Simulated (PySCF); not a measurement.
Name the molecule from its bond curve

A diatomic of charge 0 contains K. Its singlet curve at PBE0 in a triple-zeta basis (spin-free X2C with a Gaussian nucleus, PySCF), in eV from the separated fragments:

```json
{"R (Å)": "1.944", "E (eV)": "-1.417"}
{"R (Å)": "2.035", "E (eV)": "-1.542"}
{"R (Å)": "2.125", "E (eV)": "-1.616"}
{"R (Å)": "2.193", "E (eV)": "-1.643"}
{"R (Å)": "2.261", "E (eV)": "-1.651"}
{"R (Å)": "2.329", "E (eV)": "-1.644"}
{"R (Å)": "2.419", "E (eV)": "-1.614"}
{"R (Å)": "2.532", "E (eV)": "-1.552"}
{"R (Å)": "2.668", "E (eV)": "-1.453"}
{"R (Å)": "2.849", "E (eV)": "-1.295"}
```

The fit gives ωe = 976 cm⁻¹ and the rotational constant Bₑ = 3.359 cm⁻¹.

Which atom is the partner?

The minimum lies at 2.260 Å, so the reduced mass is 16.8576 u Å² cm⁻¹/(Bₑ·Re²) = 0.9826 u. With K at 38.96 u the partner weighs about 1.0 u: H. The molecule is KH.
